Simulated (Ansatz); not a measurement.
Cost and result for the atomization energy of `NNc1ccccc1` (16 atoms, 16 bonds).

Z-matrix (Å, degrees):
```
N
N 1 1.390
H 1 1.017 2 111.1
H 1 1.012 2 109.7 3 -119.8
C 2 1.385 1 121.6 3 38.5
H 2 1.007 1 111.8 3 -102.7
C 5 1.399 2 119.2 1 -161.5
C 5 1.395 2 122.1 1 20.5
C 7 1.380 5 120.5 2 -178.0
H 7 1.086 5 119.3 2 1.8
C 8 1.387 5 120.2 2 178.0
H 8 1.083 5 120.1 2 -1.4
C 9 1.390 7 120.8 5 -0.1
H 9 1.084 7 119.2 5 -179.9
H 11 1.084 8 119.0 5 -179.9
H 13 1.083 9 120.6 7 -179.9
```

The species carries charge 0 and has multiplicity 1. All single points use the PBE0-D4/def2-TZVP geometry. It is one conformer, not always the lowest. Program: Ansatz. All runs use 2 threads of an AMD EPYC 7R13 on a shared host and a share of an NVIDIA H100 80 GB. Times are those of one run each, without the atoms' runs, and a repeat can differ threefold. Electronic energies, without spin–orbit coupling; frozen cores. CCSD(T)/CBS adds CCSD(T) − MP2 in def2-TZVPP to the MP2 limit, and its time is that of the two runs behind it. T1 = 0.011; the RHF reference is unstable towards UHF.

CCSD(T)/CBS is a level of theory with its own doubt, some kJ/mol a heavy atom from the limit and from the frozen cores, so smaller differences don't rank the functionals.

```
                           level  functions  wall time  atomization (kcal/mol)  difference from CCSD(T)/CBS  per bond
              BLYP-D4/def2-TZVPP        360      2.4 s                  1702.6                         21.6       1.4
              PBE0-D4/def2-TZVPP        360      2.8 s                  1716.1                         35.1       2.2
 PBE-D4/def2-TZVPP (with forces)        360      3.4 s                  1757.6                         76.6       4.8
               B97M-V/def2-TZVPP        360      3.4 s                  1693.5                         12.5       0.8
            revPBE-D4/def2-TZVPP        360      3.4 s                  1710.6                         29.6       1.9
             PBE-QIDH/def2-TZVPP        360        4 s                  1689.1                          8.1       0.5
                CCSD(T)/def2-SVP        152      4.4 s                  1606.4                        -74.6      -4.7
               B2PLYP/def2-TZVPP        360      4.9 s                  1675.6                         -5.4      -0.3
             BHLYP-D4/def2-TZVPP        360      5.5 s                  1634.0                        -47.0      -2.9
ωB97M-V/def2-TZVPP (with forces)        360        7 s                  1694.9                         13.9       0.9
                  MP2/def2-QZVPP        696        9 s                  1706.5                         25.5       1.6
              CCSD(T)/def2-TZVPP        360       13 s                  1634.8                        -46.2      -2.9
               CCSD(T)/CBS(def2)          –       22 s                  1681.0                          0.0       0.0
```

In def2-TZVPP, CCSD(T) changes the Hartree–Fock value by +445.2 kcal/mol (the triples alone add +33.6 kcal/mol) and MP2 by +489.7 kcal/mol; breaking electron pairs costs correlation energy, which Hartree–Fock lacks. The D4 term adds +15.5 kcal/mol with B3LYP and +8.2 kcal/mol with PBE0; it sums over pairs of atoms, weighted by their polarisabilities, and B3LYP, whose exchange is more repulsive, gets the larger term. From BLYP to BHLYP (50 % exact exchange), in def2-TZVPP and without D4, the atomization energy moves by −57.8 kcal/mol: exact exchange takes away binding that semilocal exchange gives to molecules.

B3LYP here is the variant with VWN-RPA as its local correlation; programs differ in this.
